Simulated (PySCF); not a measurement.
## Calculated data, BH2O2Si, BClH4NSi, CH7BNSi

All values are calculated (PySCF 2.14.0). Calculation on a computer-drawn molecule: optimised geometry and harmonic frequencies of an isolated molecule of the commonest isotopes, restricted reference for singlets and unrestricted otherwise, frozen core in MP2.

Common to all runs: method HF.

(1) BH2O2Si

Start structure:
```xyz
6
BH2O2Si
B     -2.0027    -0.9612     0.0570
Si    -0.8635     0.4413     1.0872
O      0.4211    -0.2019     1.7171
O     -1.4249     1.8084     1.0921
H     -1.8930    -1.1570    -1.0156
H     -2.8379    -1.5396     0.6242
```

| Property | Result |
| --- | --- |
| charge | -1 |
| multiplicity | 1 |
| basis | aug-cc-pV(D+d)Z |
| rotational constants | 7.599, 7.081, 3.779 GHz |
| total energy | -464.5875 hartree |
| convergence status largest gradient component | 1.187e-05 hartree/bohr |

Drawn bonds:
| atom | other atom | order |
| --- | --- | --- |
| 1 | 2 | 1 |
| 2 | 3 | 2 |
| 2 | 4 | 1 |
| 1 | 5 | 1 |
| 1 | 6 | 1 |

Optimised structure:
```xyz
6
BH2O2Si
B     -1.9927    -0.9234     0.1102
Si    -0.8475     0.4180     1.1003
O      0.4157    -0.2188     1.6951
O     -1.4494     1.8294     1.0771
H     -1.8585    -1.1558    -1.0680
H     -2.8685    -1.5595     0.6473
```

Modes:
| frequency (cm⁻¹) | reduced mass (dalton) |
| --- | --- |
| 141.7 | 4.203 |
| 248.3 | 1.038 |
| 336 | 3.48 |
| 405.7 | 9.771 |
| 654.6 | 5.437 |
| 662.6 | 1.576 |
| 962.9 | 1.408 |
| 1053 | 12.37 |
| 1265 | 1.189 |
| 1316 | 19.5 |
| 2591 | 1.057 |
| 2635 | 1.12 |

(2) BClH4NSi

Start structure:
```xyz
8
BClH4NSi
Si     0.7252     0.8163    -1.6999
N      0.4496    -0.1617    -0.4220
B      0.2287    -1.6934    -0.3546
Cl     0.2138    -2.3153    -1.9082
H      0.9054     2.2329    -1.2630
H      0.7235     0.3158    -3.0165
H      0.4815     0.2121     0.6074
H      0.1354    -2.2796     0.7022
```

| Quantity | Value |
| --- | --- |
| charge | 1 |
| multiplicity | 1 |
| basis | cc-pV(D+d)Z |
| rotational constants | 11.12, 2.421, 1.988 GHz |
| total energy | -829.7326 hartree |
| convergence status largest gradient component | 2.067e-05 hartree/bohr |

Drawn bonds:
| atom | other atom | order |
| --- | --- | --- |
| 1 | 2 | 1 |
| 2 | 3 | 1 |
| 3 | 4 | 1 |
| 1 | 5 | 1 |
| 1 | 6 | 1 |
| 2 | 7 | 1 |
| 3 | 8 | 1 |

Optimised structure:
```xyz
8
BClH4NSi
Si     0.7108     0.8482    -1.6269
N      0.4777    -0.1986    -0.3724
B      0.2512    -1.6497    -0.3786
Cl     0.2032    -2.4983    -1.8986
H      0.9103     2.2505    -1.2839
H      0.7143     0.3794    -3.0030
H      0.4888     0.2028     0.5548
H      0.1068    -2.2073     0.6541
```

Modes:
| frequency (cm⁻¹) | reduced mass (dalton) |
| --- | --- |
| 167.9 | 8.439 |
| 169.1 | 1.587 |
| 279.9 | 1.454 |
| 457.5 | 2.87 |
| 729 | 1.624 |
| 768.6 | 1.148 |
| 781.2 | 1.18 |
| 781.6 | 5.113 |
| 933.7 | 1.473 |
| 936.7 | 1.993 |
| 1022 | 1.144 |
| 1135 | 1.723 |
| 1254 | 2.365 |
| 1445 | 1.499 |
| 2449 | 1.028 |
| 2499 | 1.06 |
| 2862 | 1.098 |
| 3725 | 1.076 |

(3) CH7BNSi

Start structure:
```xyz
11
CH7BNSi
B     -1.3090    -3.3192     0.4167
Si    -1.8790    -1.6363    -0.0277
C     -1.6860    -0.5541    -1.5564
N     -2.8580    -0.5243     1.0760
H     -0.7098    -3.9828    -0.3069
H     -1.5176    -3.8201     1.5363
H     -2.6946    -0.3147    -2.0566
H     -1.0975    -1.1149    -2.3274
H     -1.1101     0.3496    -1.3722
H     -3.0522     0.3848     0.7449
H     -3.0906    -0.8404     1.9180
```

| Quantity | Value |
| --- | --- |
| charge | 0 |
| multiplicity | 2 |
| basis | cc-pV(D+d)Z |
| rotational constants | 6.769, 5.412, 3.065 GHz |
| total energy | -410.0017 hartree |
| spin squared | 0.7587 |
| convergence status largest gradient component | 3.264e-05 hartree/bohr |

Drawn bonds:
| atom | other atom | order |
| --- | --- | --- |
| 1 | 2 | 1 |
| 2 | 3 | 1 |
| 2 | 4 | 1 |
| 1 | 5 | 1 |
| 1 | 6 | 1 |
| 3 | 7 | 1 |
| 3 | 8 | 1 |
| 3 | 9 | 1 |
| 4 | 10 | 1 |
| 4 | 11 | 1 |

Optimised structure:
```xyz
11
CH7BNSi
B     -1.3201    -3.2942     0.4300
Si    -1.9259    -1.5373     0.0074
C     -1.6591    -0.6030    -1.5935
N     -2.8180    -0.5516     1.0580
H     -0.6940    -3.8978    -0.3999
H     -1.5558    -3.7904     1.4993
H     -2.6145    -0.3420    -2.0580
H     -1.0895    -1.2114    -2.2982
H     -1.1084     0.3257    -1.4174
H     -3.1370     0.3705     0.8375
H     -3.0820    -0.8409     1.9793
```

Modes:
| frequency (cm⁻¹) | reduced mass (dalton) |
| --- | --- |
| 115.5 | 1.058 |
| 195.2 | 2.215 |
| 201.7 | 3.956 |
| 255.4 | 2.458 |
| 286.6 | 1.223 |
| 361.5 | 1.02 |
| 428 | 1.066 |
| 641.7 | 2.402 |
| 650 | 1.573 |
| 756.9 | 1.249 |
| 776.5 | 2.001 |
| 811.6 | 1.239 |
| 836.5 | 1.671 |
| 909.9 | 2.305 |
| 989.3 | 2.907 |
| 1225 | 1.201 |
| 1390 | 1.251 |
| 1551 | 1.048 |
| 1551 | 1.052 |
| 1684 | 1.125 |
| 2648 | 1.051 |
| 2730 | 1.127 |
| 3168 | 1.036 |
| 3243 | 1.101 |
| 3270 | 1.101 |
| 3796 | 1.05 |
| 3898 | 1.098 |
